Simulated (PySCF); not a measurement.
# Bond lengths and vibrations by method: AlH3NSi cation

Calculated results; nothing here was measured. They come from PySCF 2.14.0, an open-source quantum chemistry program, on an isolated molecule that a program drew, which may never have been made. The molecule is AlH3NSi cation (charge +1, singlet), drawn as the SMILES string `[AlH]=[N][SiH2+]`.

The geometry was optimised and harmonic frequencies were computed with HF and MP2, all in the cc-pV(D+d)Z basis, for the commonest isotopes, with a restricted reference for singlets and an unrestricted one otherwise, and a frozen core in MP2. Each result is a local minimum of its method.

Geometry at the HF minimum:
```xyz
6
AlH3NSi cation, angstrom
Al    1.2323   -0.2430   -1.2160
N     0.9644   -0.1460    0.4230
Si    0.7083   -0.0554    1.9897
H     1.4802   -0.3328   -2.7318
H     1.5911    0.6951    2.8833
H    -0.4263   -0.7166    2.6352
```

Lengths of the bonds as drawn, in Å (atoms numbered as above):
```
bond,HF,MP2
Al1-N2,1.664,1.690
N2-Si3,1.590,1.616
Al1-H4,1.539,1.544
Si3-H5,1.463,1.469
Si3-H6,1.463,1.469
```

Rotational constants, in GHz:
| constant | HF | MP2 |
|---|---|---|
| A | 163.8 | 160.4 |
| B | 3.025 | 2.936 |
| C | 2.97 | 2.884 |

Harmonic frequencies in cm^-1, each column in rising order, so a row needn't be the same motion in every method:
| rank | HF | MP2 |
|---|---|---|
| 1 | 134 | 86 |
| 2 | 162 | 129 |
| 3 | 465 | 421 |
| 4 | 474 | 436 |
| 5 | 665 | 614 |
| 6 | 751 | 701 |
| 7 | 797 | 729 |
| 8 | 1076 | 1017 |
| 9 | 1437 | ? |
| 10 | 2177 | 2126 |
| 11 | 2411 | 2348 |
| 12 | 2434 | 2383 |

**Estimate the missing MP2 frequency from the HF column.**

A single factor s that minimises the squared misfit of MP2 against s times HF over the other rows is sum(HF x MP2) / sum(HF^2) = 0.9683, with an rms misfit of 29 cm^-1. For rank 9 it gives 0.9683 x 1437 = 1391 cm^-1. The calculation gives 1355 cm^-1, 36 cm^-1 below the estimate. The drawn bonds are on average 0.9 % longer in MP2 than in HF.
